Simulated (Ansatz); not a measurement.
`N[Si](F)([SiH3])S` + H₂ → `F[SiH]([SiH3])S` + NH₃  (hydrogenolysis of the Si–N bond)

Isolated molecules relaxed with PBE0-D4/def2-TZVP in Ansatz; ΔE leaves out vibrations. CCSD(T)/CBS is the MP2 limit (def2-TZVPP, def2-QZVPP) plus CCSD(T) − MP2 in def2-TZVPP, frozen cores. This one scheme is used for every species. Functionals use def2-TZVPP. One conformer a species, not always the lowest.

**Question.** Is it downhill or uphill in electronic energy at CCSD(T)/CBS, and by how much? (An estimate is asked.)

**Answer.** Ansatz gave: Uphill: ΔE = +49.5 kJ/mol.

**Question.** What do these levels give: PBE-D4, ωB97M-V, B2PLYP, PBE0, SCS-MP2/def2-TZVPP, HF/def2-QZVPP? (An estimate is asked.)

**Answer.** Ansatz gave: PBE-D4 46.8, ωB97M-V 51.1, B2PLYP 45.4, PBE0 40.7, SCS-MP2/def2-TZVPP 48.6, HF/def2-QZVPP 35.0 kJ/mol.

Largest T1 diagnostic among the species: 0.013.

The D4 term adds +10.8 kJ/mol with B3LYP and +5.9 kJ/mol with PBE0; it sums over pairs of atoms, weighted by their polarisabilities, and B3LYP, whose exchange is more repulsive, gets the larger term. In def2-TZVPP, CCSD(T) changes the Hartree–Fock value by +12.2 kJ/mol (the triples alone add +3.1 kJ/mol) and MP2 by +19.2 kJ/mol.

B3LYP here is the variant with VWN-RPA as its local correlation; programs differ in this.
